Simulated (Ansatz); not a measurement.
Consider the ligand exchange at the Si–F bond: `F[SiH]([SiH3])[SiH3]` + NH₃ → `N[SiH]([SiH3])[SiH3]` + H–F.

Calculated with Ansatz (gas phase, PBE0-D4/def2-TZVP geometries, no zero-point term in ΔE). CCSD(T)/CBS is the MP2 limit (def2-TZVPP, def2-QZVPP) plus CCSD(T) − MP2 in def2-TZVPP, frozen cores. This one scheme is used for every species. Functionals use def2-TZVPP. Each species was taken in one conformer, which may not be the lowest.

```json
{"level": "B97M-V", "ΔE (kcal/mol)": "21.0"}
{"level": "CCSD/def2-TZVPP", "ΔE (kcal/mol)": "18.8"}
```

Question: What does CCSD(T)/CBS give? (Estimate.)

Answer: Computed: +18.3 kcal/mol. The listed levels differ from it by 2.7, 0.5 kcal/mol.

Largest T1 diagnostic among the species: 0.013.

The D4 term adds −1.9 kcal/mol with B3LYP and −1.1 kcal/mol with PBE0; it sums over pairs of atoms, weighted by their polarisabilities, and B3LYP, whose exchange is more repulsive, gets the larger term. In def2-TZVPP, CCSD(T) changes the Hartree–Fock value by −4.2 kcal/mol (the triples alone add −0.6 kcal/mol) and MP2 by −5.1 kcal/mol. From BLYP to BHLYP (50 % exact exchange), in def2-TZVPP and without D4, ΔE moves by −0.8 kcal/mol.

B3LYP here is the variant with VWN-RPA as its local correlation; programs differ in this.
